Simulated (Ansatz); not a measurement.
Isolated molecules relaxed with PBE0-D4/def2-TZVP in Ansatz; ΔE leaves out vibrations. CCSD(T)/CBS adds triple-zeta CCSD(T) − MP2 to the extrapolated MP2 energy (def2 sets, frozen cores). Functionals use def2-TZVPP. For Se outer-core shells are correlated without core-valence functions, which leaves a few kJ/mol of doubt a bond. Scalar relativity is left out up to krypton. One conformer a species, not always the lowest.

`[F][Al]([Cl])[SeH]` + `CNCSC` → `C[NH][Al]([F])[Cl]` + `CSC[SeH]`  (formal exchange of groups at the Al–Se bond)

| species | PBE energy (Eh) |
| --- | --- |
| `[F][Al]([Cl])[SeH]` | -3204.11058 |
| `CNCSC` | -572.33807 |
| `C[NH][Al]([F])[Cl]` | -897.48231 |
| `CSC[SeH]` | -2878.96026 |

Task: Work out ΔE.

Result: ΔE = (-897.48231) + (-2878.96026) − (-3204.11058) − (-572.33807) = 0.00608 Eh = +16.0 kJ/mol. CCSD(T)/CBS gives +10.1 kJ/mol.

Largest T1 diagnostic among the species: 0.011.

In def2-TZVPP, CCSD(T) changes the Hartree–Fock value by −8.8 kJ/mol (the triples alone add −0.1 kJ/mol) and MP2 by −12.3 kJ/mol.
